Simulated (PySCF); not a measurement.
# Bond curve of LiGa⁺

Set-up: basis Li jorge-DZP-DKH, Ga jorge-DZP-DKH; spin-free X2C with a Gaussian nucleus; PySCF 2.14. Energies in eV from Li⁺ + Ga in their ground configurations at the same level. All curves are PBE0. state 1: ²Σ⁺ (doublet), unpaired electrons σ ↑; state 2: ²Π (doublet), unpaired electrons π ↑, a second solution, started from another occupation; state 3: ⁴Π (quartet), unpaired electrons σ ↑↑, π ↑, a second solution, started from another occupation.

```csv
R (Å),state 1,state 2,state 3
2.620,-1.280,-0.2917,4.0440
2.742,-1.347,-0.2999,3.9667
2.864,-1.385,-0.2921,3.9206
2.956,-1.398,-0.2797,3.9017
3.047,-1.402,-0.2636,3.8935
3.138,-1.398,-0.2454,3.8937
3.260,-1.383,-0.2195,3.9044
3.413,-1.354,-0.1870,3.9301
3.595,-1.307,-0.1504,3.9730
3.839,-1.235,-0.1084,4.0415
```

Question: Put a parabola through the three lowest points of the state 1 curve and estimate Re, k and ωe (reduced mass 6.368 u; 1 eV/Å² = 0.16022 mdyn/Å; ωe = 1302.8·√(k/μ) cm⁻¹).

Answer: Through R = 2.956, 3.047, 3.138 Å the second-order coefficient is 0.483 eV/Å², so Re ≈ 3.047 Å, k ≈ 0.155 mdyn/Å and ωe ≈ 203 cm⁻¹. A polynomial fit of higher order to the unrounded PBE0 energies gives Re = 3.042 Å, k = 0.149 mdyn/Å, ωe = 200 cm⁻¹; anharmonicity and rounding make the difference.

The higher-order fit for each curve: state 1: Re = 3.042 Å, ωe = 200 cm⁻¹, De = 1.40 eV; state 2: Re = 2.735 Å, ωe = 215 cm⁻¹, minimum 0.300 eV below the ground-state fragments; state 3: Re = 3.089 Å, ωe = 198 cm⁻¹, minimum 3.89 eV above the ground-state fragments.

Spin–orbit coupling is left out. For an ion De counts to the pair picked by the measured ionisation energies or electron affinities, which need not be the lowest pair at this level. Counting both spins, an empty level lies below a filled one in some of these solutions, because spin and occupation are held. The state is the lowest determinant that a PBE0 search found; another state may lie lower at other levels.
